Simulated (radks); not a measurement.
The numbers below are computed, except where a source is named.
These are the eigenvalues of the occupied orbitals of an atom or ion with whole-number occupations (eV). Code: a radial shooting solver on a logarithmic mesh with Libxc functionals. Model: scalar-relativistic Kohn-Sham, r2SCAN, spin-polarised, spherical densities, finite nucleus; meta-GGA in the generalised Kohn-Sham scheme; Fermi nuclear charge, rms radius of each element as measured or else 0.836 A^(1/3) + 0.57 fm.

| orbital | eigenvalue |
|---|---|
| 1s down | -37538.48 |
| 1s up | -37538.48 |
| 2s up | -6134.041 |
| 2s down | -6132.636 |
| 2p up | -5519.852 |
| 2p down | -5518.791 |
| 3s up | -1467.600 |
| 3s down | -1467.313 |
| 3p up | -1269.551 |
| 3p down | -1269.108 |
| 3d up | -982.9213 |
| 3d down | -981.9184 |
| 4s up | -450.6511 |
| 4s down | -447.0691 |
| 4p up | -384.8135 |
| 4p down | -381.2481 |
| 4d up | -287.9486 |
| 4d down | -284.4484 |

Which element is it, and in what charge state? The configuration may be excited. Open shells, if any, are filled with parallel spins first.

Answer. Z = 56, barium, charge +12: Ba12+ in [Kr] 4d8. The list shows which subshells hold electrons but not how many an open one holds; the 1s level, -1379.5 hartree, gives Z - s = 52.5 by -(Z - s)^2/2, which with screening and relativity narrows Z to a few neighbours, and the depths of the outer levels then fix element, charge and occupations together.
